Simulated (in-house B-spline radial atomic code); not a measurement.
Computed with a B-spline radial atomic code. Model: two electrons, singlet ground state, non-relativistic, full CI in B-splines with partial waves to l = 8 (at full coupling up to 3e-4 hartree above the limit, correlation up to 0.6 % small), density held at that of full coupling by Lieb maximisation.

W(λ) is the mean repulsion in the state of coupling λ less the Hartree energy of the fixed density. Its start is exact exchange, its initial slope is twice the second-order Görling-Levy correlation energy, and its area from 0 to 1 is E_xc. A straight curve means weak, dynamic correlation, and a curve that drops fast and flattens means strong correlation.

Command:
```bash
python run_ac.py task.json out
```
Settings (lengths in bohr, energies in hartree):
```
potential              coulomb
strength               13
lmax                   8
```

Time taken, with all properties: 4.9 s on 1 thread of Intel(R) Xeon(R) Processor @ 2.30GHz, on a shared host.

**W = mean repulsion less Hartree energy, and W of three functionals.**

Given: confinement point charge; nuclear charge 13; external potential -Z/r.

Computed: LDA exchange minus exact 1120.9 millihartree; PBE exchange minus exact 157.62 millihartree.

```csv
coupling,W xc (hartree),W xc minus exchange (millihartree),kinetic minus Kohn-Sham (millihartree),LDA (PW92) W minus its exchange (millihartree),PBE W minus its exchange (millihartree),SCAN W minus its exchange (millihartree)
0,-7.9026,0,0,0,0,0
0.02,-7.9045,-1.861,0,-16.87,-1.9,-1.85
0.05,-7.9072,-4.649,0.1,-36.54,-4.76,-4.62
0.12,-7.9137,-11.137,0.7,-74.9,-11.47,-11.01
0.25,?,?,?,?,?,?
0.4,-7.9394,-36.82,7.3,-192.51,-38.48,-36.05
0.6,-7.9575,-54.915,16.4,-260.88,-57.79,-53.51
0.8,-7.9754,-72.805,28.9,-322.04,-77.05,-70.67
1,-7.9931,-90.493,44.8,-378,-96.2,-87.55
1.4,-8.0279,-125.28,86.5,-478.64,-134.13,-120.54
2,-8.0786,-176.03,172.7,-609.91,-189.87,-168.31
3,-8.1596,-256.99,374.8,-794.72,-279.33,-243.85
4.5,-8.2732,-370.62,799.7,-1022.4,-405.32,-349
7,?,?,?,?,?,?
10,-8.6236,-721.03,3297.3,-1607.2,-793.96,-671.51
```

Q: What belongs in the row 0.25?

A: W xc (hartree): -7.9257; W xc minus exchange (millihartree): -23.112; kinetic minus Kohn-Sham (millihartree): 2.9; LDA (PW92) W minus its exchange (millihartree): -134.08; PBE W minus its exchange (millihartree): -23.99; SCAN W minus its exchange (millihartree): -22.73.

Q: What belongs in the row 7?

A: W xc (hartree): -8.4442; W xc minus exchange (millihartree): -541.58; kinetic minus Kohn-Sham (millihartree): 1778.3; LDA (PW92) W minus its exchange (millihartree): -1323.3; PBE W minus its exchange (millihartree): -594.98; SCAN W minus its exchange (millihartree): -506.34.

Q: What is the SCAN exchange minus exact?

A: -3.9855 millihartree.

**Energy parts, natural occupations and partial-wave weights.**

Computed: total energy -161.0318 hartree; exchange energy -7.9026 hartree; correlation energy -0.045686 hartree; initial slope twice GL2 -0.093112 hartree; kinetic part over minus potential part 0.49514; Hartree energy 15.805 hartree; Lieb Oxford ratio E_xc over LDA exchange 1.172.

```tsv
natural	occupation of the shell (electrons)
s	1.9997
p	0.00018266
s	0.00010932
d	1.0434e-05
p	?
s	2.7255e-06
```

Q: What belongs in the row p?

A: occupation of the shell (electrons): 7.1494e-06.

```tsv
wave	weight
s	0.9999
p	?
d	5.8744e-06
f	8.8432e-07
g	2.1302e-07
```

Q: What belongs in the row p?

A: weight: 9.5281e-05.

Q: What is the kinetic part of the DFT correlation energy?

A: 0.044807 hartree.

Q: What is the Kohn-Sham kinetic?

A: 160.99 hartree.

Half-way to full coupling W has made 51 % of its drop, against 50 % for a straight line, and second-order (GL2) theory, half the initial slope, overshoots the correlation energy by about 2 %: correlation is weak here. Over couplings 0 to 1 the errors in E_xc come to about +950 millihartree for LDA, +155 millihartree for PBE, -2.8 millihartree for SCAN, so SCAN is nearest. In LDA and PBE and SCAN the errors of exchange and correlation have opposite signs, so the sum is smaller than the larger of the two.
